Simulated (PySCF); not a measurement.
# Ionisation energy of Ar¹⁶⁺ by level of theory

Ar¹⁶⁺ 1s2 → Ar¹⁷⁺ 1s1 [1s1/2^1, M_J = 1/2], as a difference of total energies. Calculation: PySCF 2.14, in an uncontracted even-tempered set (15 s from 13 bohr⁻², ratio 2.4; 9 p from 18 bohr⁻², ratio 2.4; 3 d from 56 bohr⁻², ratio 2.6; 3 f from 85 bohr⁻², ratio 2.6); the two-component X2C-1e Hamiltonian. Correlated levels: nothing frozen; the 34 highest virtual spinors dropped. "Screened" scales the spin-orbit matrix elements by Boettger's factors to mimic the two-electron term; Breit and QED terms are absent.

```json
{"method": "GHF (screened spin-orbit)", "ionisation energy (eV)": "4121.4", "difference from reference (eV)": "+0.7"}
{"method": "GMP2 (screened spin-orbit)", "ionisation energy (eV)": "4122.6", "difference from reference (eV)": "+1.9"}
```

Reference: 4120.7 eV (theoretical estimate listed by NIST; NIST Atomic Spectra Database, ionization energies).
